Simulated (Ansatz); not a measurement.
Reaction: GeH3Se (SMILES [GeH3][Se], doublet) → GeH3Se (SMILES [GeH2][SeH], doublet)
Each species at its own B3LYP-D3(BJ)/def2-TZVP minimum (Ansatz, a program for electronic structure).

Total energies in hartree (Ansatz). UHF or UKS for unpaired electrons; spin-orbit terms are left out. Correlated methods leave the cores frozen (noble-gas shells, and filled d and f shells in the p block). No relativity.

| species | HF/cc-pVTZ | CCSD(T)/cc-pVTZ | HF/cc-pVQZ | CCSD(T)/cc-pVQZ | CCSDT(Q)/cc-pVTZ |
|---|---|---|---|---|---|
| 1: GeH3Se (SMILES [GeH3][Se], doublet) | -4477.04916 | -4477.34470 | -4477.05614 | -4477.37160 | -4477.34637 |
| 2: GeH3Se (SMILES [GeH2][SeH], doublet) | -4477.03432 | -4477.34050 | -4477.04126 | -4477.36805 | -4477.34235 |

Problem. Work out the isomerisation energy (electronic) in kcal/mol: take Hartree-Fock from cc-pVQZ, extrapolate the CCSD(T) correlation energy as X^-3 (X = 3, 4), and add CCSDT(Q) - CCSD(T) in cc-pVTZ. 1 hartree = 627.51 kcal/mol.

Solution. 
Species 1: correlation (64·(-0.31546) - 27·(-0.29554))/37 = -0.33000; step -0.00167; E1 = -4477.05614 + (-0.33000) + (-0.00167) = -4477.38781
Species 2: correlation (64·(-0.32679) - 27·(-0.30618))/37 = -0.34183; step -0.00185; E2 = -4477.04126 + (-0.34183) + (-0.00185) = -4477.38494
-1·E1 +1·E2 = 0.00287 hartree = 1.8 kcal/mol.
